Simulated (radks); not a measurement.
Spin polarisation of the 5d2 shell in the tantalum ion Ta3+. Start: [Xe] 4f14 5d(up 1, down 1); electrons of 5d are moved from spin down to spin up, other shells keep equal spins. All-electron calculation, scalar-relativistic Kohn-Sham, PBE, spin-polarised, spherical densities, finite nucleus; Fermi nuclear charge, rms radius of each element as measured or else 0.836 A^(1/3) + 0.57 fm. Program: a radial shooting solver on a logarithmic mesh with Libxc functionals.

moment (Bohr magnetons) = 0: E - E(0) (eV) 0.000; e(5d up) (eV) -29.129; e(5d down) (eV) -29.129; 4f down minus up (eV) 0.000
moment (Bohr magnetons) = 0.5: E - E(0) (eV) -0.051; e(5d up) (eV) -29.329; e(5d down) (eV) -28.917; 4f down minus up (eV) 0.055
moment (Bohr magnetons) = 1: E - E(0) (eV) -0.206; e(5d up) (eV) -29.516; e(5d down) (eV) -28.693; 4f down minus up (eV) 0.110
moment (Bohr magnetons) = 1.5: E - E(0) (eV) -0.463; e(5d up) (eV) -29.692; e(5d down) (eV) -28.450; 4f down minus up (eV) 0.165
moment (Bohr magnetons) = 2: E - E(0) (eV) -0.829; e(5d up) (eV) -29.857; e(5d down) (eV) -28.162; 4f down minus up (eV) 0.221

At moment 2 the spin-polarisation energy is -0.829 eV and the 5d exchange splitting 1.695 eV, that is 0.848 eV per Bohr magneton; E = -I m^2/4 would give I = 0.829 eV.
